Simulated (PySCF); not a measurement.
## How a change of structure moves an absorption spectrum

Method: PySCF, TDDFT B3LYP/def2-SVPD, vertical, gas phase, core orbitals frozen in the response. Geometries: GFN2-xTB; one conformer of each isolated species. Triplets are in the Tamm–Dancoff approximation. 'Strongest' means the level of largest summed f among the lowest 8 singlets; it needn't be the same kind of state in each.

Parent: `Cn1ncc(C#N)n1`, with lowest singlet excitation energy 6.00 eV, oscillator strength of the strongest level 0.25, LUMO energy -1.57 eV, HOMO energy -8.01 eV. Its spectrum: 207 nm (f 0.254); 207 nm (f 0.010); 190 nm (f 0.050); 189 nm (f 0.001); 183 nm (f 0.001).

Shifts from the parent:

```
                   change                 SMILES  Δ S1 (eV)  Δ f (strongest)  Δ LUMO (eV)  Δ HOMO (eV)
CH3 replaced by propargyl       C#CCn1ncc(C#N)n1      -0.14            -0.02        -0.13        -0.10
        CH3 replaced by H          N#Cc1c[nH]nn1      -0.56            -0.12        +0.02        -0.15
          H replaced by F       Cn1nc(F)c(C#N)n1      -0.21             0.00        -0.29        -0.08
    H replaced by ethynyl       C#Cc1nn(C)nc1C#N      -0.76            -0.04        -0.17        +0.49
       H replaced by SiH3  Cn1nc([SiH3])c(C#N)n1      -0.17            +0.01        -0.02        +0.11
      CH3 replaced by cPr      N#Cc1cnn(C2CC2)n1      -0.41            +0.10        +0.01        +0.40
      H replaced by vinyl       C=Cc1nn(C)nc1C#N      -0.97            +0.15        -0.16        +0.85
```

Task: Predict the same shifts for this change: H replaced by Cl (`Cn1nc(Cl)c(C#N)n1`).

Result: Δ lowest singlet excitation energy -0.47 eV, Δ oscillator strength of the strongest level 0.00, Δ LUMO energy -0.24 eV, Δ HOMO energy +0.15 eV. Spectrum: 5.53 eV (f 0.157); 5.97 eV (f 0.001); 6.27 eV (f 0.100); 6.46 eV (f 0.001); 6.60 eV (f 0.001). S1 falls most with H replaced by vinyl (-0.97 eV); all changes lower it. S1 is simply the lowest singlet of each species and needn't be the same kind of state throughout. Over these 8 changes the shifts of S1 and of the HOMO–LUMO gap correlate with r = 0.75.

Lowest levels of each derivative:
- `C#CCn1ncc(C#N)n1`: 5.85 eV (f 0.002); 5.89 eV (f 0.233); 5.99 eV (f 0.001)
- `Cn1nc(Cl)c(C#N)n1`: 5.53 eV (f 0.157); 5.97 eV (f 0.001); 6.27 eV (f 0.100)
- `N#Cc1c[nH]nn1`: 5.44 eV (f 0.001); 5.84 eV (f 0.009); 6.26 eV (f 0.136)
- `Cn1nc(F)c(C#N)n1`: 5.79 eV (f 0.258); 6.02 eV (f 0.001); 6.56 eV (f 0.001)
- `C#Cc1nn(C)nc1C#N`: 5.23 eV (f 0.110); 5.41 eV (f 0.204); 5.45 eV (f 0.000)
- `Cn1nc([SiH3])c(C#N)n1`: 5.83 eV (f 0.191); 5.93 eV (f 0.000); 6.25 eV (f 0.072)
- `N#Cc1cnn(C2CC2)n1`: 5.59 eV (f 0.352); 6.01 eV (f 0.000); 6.35 eV (f 0.045)
- `C=Cc1nn(C)nc1C#N`: 5.03 eV (f 0.089); 5.23 eV (f 0.402); 5.87 eV (f 0.000)
